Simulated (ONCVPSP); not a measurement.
## Rh: excitation energies, all-electron against ONCV

Rh, optimised norm-conserving Vanderbilt (ONCV), made with ONCVPSP 4.0.1 (PBE, scalar-relativistic). Core [Ar] 3d10, reference 4s2 4p6 4d8 5s0.75 5p0.25. Waves: 4s+5s: rc 1.75 bohr, ncon 5, nbas 9, qcut 5.5 1/bohr, 2 projectors; 4p+5p: rc 1.80 bohr, ncon 3, nbas 7, qcut 8 1/bohr, 3 projectors, debl 1.3 Ha; 4d: rc 1.35 bohr, ncon 4, nbas 9, qcut 8.1 1/bohr, 2 projectors, debl 3.2 Ha. Local part: polynomial inside 1.15 bohr (lpopt 5, dvloc0 1 Ha). Core correction: Teter function, fcfact 4, rcfact 1.6.

Energies are relative to the spin-unpolarised reference configuration 4s2 4p6 4d8 5s0.75 5p0.25; without spin polarisation the order of configurations can differ from experiment. Not all tests gave a result: 1 of 4 tests not solved or not reliable.

| valence configuration | charge | ΔE all-electron (eV) | error AE − PS (meV) |
| --- | --- | --- | --- |
| 4s2 4p6 4d8 5s1 5p0 | 0 | -0.869 | +0.1 |
| 4s2 4p6 4d8 5s0 5p0 | +1 | 6.592 | -2.1 |
| 4s2 4p6 4d8.5 5s0.5 5p0 | 0 | -1.500 | -1.2 |

Levels in the configuration 4s2 4p6 4d8 5s0 5p0:

| level | all-electron (eV) | pseudo (eV) |
| --- | --- | --- |
| 4s | -90.186 | -90.215 |
| 4p | -58.145 | -58.154 |
| 4d | -13.583 | -13.582 |
